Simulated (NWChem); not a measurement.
System: C4H10N, doublet; SMILES N(CC)[CH]C

NWChem printed, in part:

```
             Northwest Computational Chemistry Package (NWChem) 7.3.0
             --------------------------------------------------------

                             Geometry "geometry" -> ""
                             -------------------------

 Output coordinates in angstroms (scale by  1.889725989 to convert to a.u.)

  No.       Tag          Charge          X              Y              Z
 ---- ---------------- ---------- -------------- -------------- --------------
    1 C                    6.0000    -0.25222700     2.38635600    -0.14351100
    2 C                    6.0000    -0.15523200     1.01133300     0.41186500
    3 N                    7.0000     0.58510000     0.06861500    -0.28845000
    4 C                    6.0000     0.58989400    -1.30749300     0.14864900
    5 C                    6.0000    -0.71665100    -2.06104000    -0.07257800
    6 H                    1.0000     0.71818100     2.92736400    -0.14929800
    7 H                    1.0000    -0.61231600     2.37913500    -1.18865900
    8 H                    1.0000    -0.96014300     2.99458400     0.43831900
    9 H                    1.0000    -0.14971600     0.87210000     1.49912100
   10 H                    1.0000     0.54053500     0.17604600    -1.29798300
   11 H                    1.0000     0.84481900    -1.31386400     1.22252000
   12 H                    1.0000     1.41783600    -1.82862800    -0.36104300
   13 H                    1.0000    -0.65240600    -3.09146200     0.31091800
   14 H                    1.0000    -0.96591100    -2.11620300    -1.14470900
   15 H                    1.0000    -1.54732600    -1.55116700     0.43877300

 Effective nuclear repulsion energy (a.u.)     181.1011561014

  pbe96 is a nonlocal functional; adding pw91lda local functional.

                                 NWChem DFT Module
                                 -----------------

 Summary of "ao basis" -> "ao basis" (spherical)
 ------------------------------------------------------------------------------
       Tag                 Description            Shells   Functions and Types
 ---------------- ------------------------------  ------  ---------------------
 C                           6-31g*                  6       14   3s2p1d
 N                           6-31g*                  6       14   3s2p1d
 H                           6-31g*                  2        2   2s

 in cosmo_initialize ...
 calling solv_data for solv:etoac

[...]

                                COSMO-SMD solvation results
                                ---------------------------

             internal energy in gas <Psi(g)|H|Psi(g)> =      -212.834952573072
         internal energy in solvent <Psi(s)|H|Psi(s)> =      -212.834421454617
                               delta internal energy  =         0.000531118455 (    0.33 kcal/mol)
   total free energy in solvent <Psi(s)|H+V/2|Psi(s)> =      -212.840226566241
 polarization energy contribution <Psi(s)|V/2|Psi(s)> =        -0.005805111624 (   -3.64 kcal/mol)
    total free energy in solvent including G(SMD-CDS) =      -212.841918422607
                       G(SMD-CDS) energy contribution =        -0.001691856366 (   -1.06 kcal/mol)
     1 M fixed-concentration free energy of solvation =        -0.006965849535 (   -4.37 kcal/mol)

                    DFT Final Alpha Molecular Orbital Analysis
                    ------------------------------------------

 Vector   19  Occ=1.000000D+00  E=-2.913175D-01
              MO Center=  5.1D-02, -1.4D+00,  4.1D-02, r^2= 3.1D+00
   Bfn.  Coefficient  Atom+Function         Bfn.  Coefficient  Atom+Function
  ----- ------------  ---------------      ----- ------------  ---------------
    47      0.279655   4 C  pz               61     -0.240883   5 C  pz
    83     -0.198647  12 H  s                84     -0.198300  12 H  s
    82      0.185391  11 H  s                81      0.184334  11 H  s
    89     -0.172263  15 H  s                90     -0.171618  15 H  s
    88      0.167690  14 H  s                87      0.163635  14 H  s

 Vector   20  Occ=1.000000D+00  E=-2.440619D-01
              MO Center=  2.6D-01,  1.5D-01, -5.5D-02, r^2= 3.0D+00
   Bfn.  Coefficient  Atom+Function         Bfn.  Coefficient  Atom+Function
  ----- ------------  ---------------      ----- ------------  ---------------
    31      0.387047   3 N  px               35      0.290929   3 N  px
    17      0.229810   2 C  px               21      0.172603   2 C  px
    45     -0.170709   4 C  px               59      0.155226   5 C  px
    62      0.154818   5 C  s                60      0.143820   5 C  py
     3     -0.127543   1 C  px               32      0.126962   3 N  py

 Vector   21  Occ=1.000000D+00  E=-8.700501D-02
              MO Center=  2.3D-02,  7.4D-01,  1.5D-01, r^2= 2.3D+00
   Bfn.  Coefficient  Atom+Function         Bfn.  Coefficient  Atom+Function
  ----- ------------  ---------------      ----- ------------  ---------------
    21      0.461693   2 C  px               17      0.456089   2 C  px
    35     -0.366198   3 N  px               31     -0.355231   3 N  px
    72     -0.272419   6 H  s                20     -0.221612   2 C  s
    22      0.171551   2 C  py               18      0.144814   2 C  py
    63     -0.145456   5 C  px               74      0.145127   7 H  s

 Vector   22  Occ=0.000000D+00  E= 7.364868D-02
              MO Center=  2.3D-01, -5.2D-01, -8.0D-01, r^2= 5.6D+00
   Bfn.  Coefficient  Atom+Function         Bfn.  Coefficient  Atom+Function
  ----- ------------  ---------------      ----- ------------  ---------------
    80      1.050997  10 H  s                34     -0.890359   3 N  s
    62     -0.878893   5 C  s                48     -0.764856   4 C  s
    84      0.734328  12 H  s                88      0.583372  14 H  s
     6     -0.533296   1 C  s                86      0.521617  13 H  s
    37      0.448241   3 N  pz               74      0.387853   7 H  s

[...]
```

Level: PBE/6-31G* (spherical d), spin-unrestricted, SMD on the gas-phase geometry. All runs use the structure optimised with PBE0/def2-SVP, spin-unrestricted. Not confirmed as a minimum by frequencies. No stability test was run on the SCF state. Solvent: ethyl acetate.

Problem. Which NWChem input produces such a log?

Solution. Several could match; the one computed here: the input that was run:
```
start job
memory heap 200 mb stack 900 mb global 1100 mb
geometry units angstroms noautosym nocenter noautoz
  C     -0.252227     2.386356    -0.143511
  C     -0.155232     1.011333     0.411865
  N      0.585100     0.068615    -0.288450
  C      0.589894    -1.307493     0.148649
  C     -0.716651    -2.061040    -0.072578
  H      0.718181     2.927364    -0.149298
  H     -0.612316     2.379135    -1.188659
  H     -0.960143     2.994584     0.438319
  H     -0.149716     0.872100     1.499121
  H      0.540535     0.176046    -1.297983
  H      0.844819    -1.313864     1.222520
  H      1.417836    -1.828628    -0.361043
  H     -0.652406    -3.091462     0.310918
  H     -0.965911    -2.116203    -1.144709
  H     -1.547326    -1.551167     0.438773
end
basis spherical
  C library 6-31g*
  N library 6-31g*
  H library 6-31g*
end
dft
  odft
  mult 2
  xc xpbe96 cpbe96
  iterations 150
end
cosmo
  do_cosmo_smd true
  solvent etoac
end
task dft energy
```
